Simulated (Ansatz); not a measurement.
Reaction (silylene formation by 1,1-elimination): `F[SiH](F)[NH][GeH3]` → `F[Si]F` + `[NH2][GeH3]`

Computed with Ansatz on PBE0-D4/def2-TZVP structures; ΔE is electronic, products minus reactants. CCSD(T)/CBS adds triple-zeta CCSD(T) − MP2 to the extrapolated MP2 energy (def2 sets, frozen cores). This one scheme is used for every species. Functionals use def2-TZVPP. B3LYP here is the variant with VWN-RPA as its local correlation; programs differ in this. For Ge outer-core shells are correlated without core-valence functions, which leaves a few kJ/mol of doubt a bond. Scalar relativity is left out up to krypton. One conformer a species, not always the lowest.

```csv
level,ΔE (kcal/mol),difference from CCSD(T)/CBS
PBE-D4,50.9,-5.3
r2SCAN-D4,58.8,2.6
B3LYP-D4,53.3,-2.9
ωB97M-V,52.7,-3.5
B2PLYP,53.3,-2.9
PBE,48.5,-7.7
r2SCAN,58.2,2.0
PBE0,54.2,-2.0
MP2/def2-TZVPP,58.8,2.6
SCS-MP2/def2-TZVPP,57.0,0.8
CCSD/def2-TZVPP,55.5,-0.7
HF/def2-QZVPP,57.9,1.7
MP2/def2-QZVPP,59.3,3.1
HF/CBS(def2),58.0,1.8
MP2/CBS(def2),59.7,3.5
CCSD/CBS(def2),56.5,0.3
CCSD(T)/CBS,56.2,0
```

Largest T1 diagnostic among the species: 0.015.

The D4 term adds +3.8 kcal/mol with B3LYP and +2.1 kcal/mol with PBE0; it sums over pairs of atoms, weighted by their polarisabilities, and B3LYP, whose exchange is more repulsive, gets the larger term. From PBE to PBE0 (25 % exact exchange), in def2-TZVPP and without D4, ΔE moves by +5.6 kcal/mol.
